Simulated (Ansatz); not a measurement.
Relaxation of BClFH3OS (8 atoms, charge 0, multiplicity 1), to a largest force component of 0.03 eV/Å in at most 50 steps.

Level of theory: RHF/def2-SVP in Ansatz.

```xyz
8
Properties=species:S:1:pos:R:3
B -0.114 0.572 -0.132
Cl -0.174 -0.539 2.731
F 1.010 -0.077 -0.360
O -1.300 0.049 -0.435
H -1.272 -0.848 -0.737
S -0.060 2.318 0.529
H 1.267 2.391 0.650
H -0.355 0.764 2.596
```

Task: Where does it end, and by what steps?

Result: The forces met the threshold. After 10 steps the energy has fallen by 0.150 eV; Cl2 moved furthest, 0.58 Å.

| step | energy less start (eV) | largest force component (eV/Å) | accepted |
| --- | --- | --- | --- |
| 0 | 0.0000 | 1.469 | yes |
| 1 | -0.0952 | 0.851 | yes |
| 2 | -0.1248 | 0.822 | yes |
| 3 | -0.1359 | 0.737 | yes |
| 4 | -0.1405 | 0.604 | yes |
| 5 | -0.1038 | 1.221 | no |
| 6 | -0.1474 | 0.289 | yes |
| 7 | -0.1483 | 0.215 | yes |
| 8 | -0.1495 | 0.073 | yes |
| 9 | -0.1495 | 0.076 | yes |
| 10 | -0.1499 | 0.010 | yes |

```xyz
8
Properties=species:S:1:pos:R:3
B -0.101 0.625 -0.294
Cl -0.250 -0.566 3.304
F 1.023 0.014 -0.625
O -1.284 0.060 -0.529
H -1.244 -0.806 -0.909
S -0.048 2.276 0.491
H 1.281 2.395 0.513
H -0.376 0.633 2.891
```

Whether the end is a true minimum wasn't checked by a vibrational analysis.

Run time: 17 s on 1 thread of Intel(R) Xeon(R) 6975P-C (Granite Rapids), with other jobs on the host, peak memory 0.19 GiB.
